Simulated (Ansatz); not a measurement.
`N[SiH]([GaH2])BF` + H₂ → `N[SiH2][GaH2]` + `BF`  (hydrogenolysis of the Si–B bond)

Gas-phase electronic energies from Ansatz, PBE0-D4/def2-TZVP geometries. CCSD(T)/CBS is the MP2 limit (def2-TZVPP, def2-QZVPP) plus CCSD(T) − MP2 in def2-TZVPP, frozen cores. This one scheme is used for every species. DFT in def2-TZVPP. B3LYP here is the variant with VWN-RPA as its local correlation; programs differ in this. For Ga outer-core shells are correlated without core-valence functions, which leaves a few kJ/mol of doubt a bond. Scalar relativity is left out up to krypton. Each species was taken in one conformer, which may not be the lowest.

`N[SiH]([GaH2])BF`:

```xyz
11

N    -0.235   -1.150    1.405
Si   -0.502   -0.148    0.025
Ga    0.547    2.004    0.338
B     0.203   -0.957   -1.682
F     0.952   -2.050   -1.683
H    -0.311   -0.773    2.335
H    -0.489   -2.124    1.387
H    -1.939    0.189   -0.280
H     1.060    2.444    1.762
H     0.717    3.018   -0.852
H    -0.003   -0.452   -2.756
```

H₂:

```xyz
2

H     0.324    0.103    0.153
H    -0.324   -0.103   -0.153
```

`N[SiH2][GaH2]`:

```xyz
9

N    -1.608   -0.191    0.386
Si   -0.002    0.366    0.698
Ga    1.458   -0.392   -1.065
H    -1.956   -0.186   -0.559
H    -2.349    0.001    1.042
H     0.416   -0.172    2.024
H     0.143    1.855    0.822
H     0.876   -0.880   -2.448
H     3.023   -0.400   -0.901
```

`BF`:

Cartesian coordinates in Å:
```
B 0.036 0.007 0.034
F -0.908 -0.168 -0.867
H 1.172 -0.158 -0.307
H -0.299 0.320 1.140
```

Question: Is it downhill or uphill in electronic energy at CCSD(T)/CBS, and by how much? (An estimate is asked.)

Answer: Computed: Downhill: ΔE = -39.4 kJ/mol.

Question: What do these levels give: r2SCAN0-D4, BLYP, B3LYP, r2SCAN0, HF/def2-TZVPP, SCS-MP2/def2-QZVPP? (Best estimate.)

Answer: Computed: r2SCAN0-D4 -36.6, BLYP -40.1, B3LYP -45.8, r2SCAN0 -38.5, HF/def2-TZVPP -73.0, SCS-MP2/def2-QZVPP -48.2 kJ/mol.

Largest T1 diagnostic among the species: 0.014.

From PBE to PBE0 (25 % exact exchange), in def2-TZVPP and without D4, ΔE moves by −9.2 kJ/mol. The D4 term adds +8.6 kJ/mol with B3LYP and +4.9 kJ/mol with PBE0; it sums over pairs of atoms, weighted by their polarisabilities, and B3LYP, whose exchange is more repulsive, gets the larger term. In def2-TZVPP, CCSD(T) changes the Hartree–Fock value by +31.5 kJ/mol (the triples alone add +5.7 kJ/mol) and MP2 by +30.3 kJ/mol.
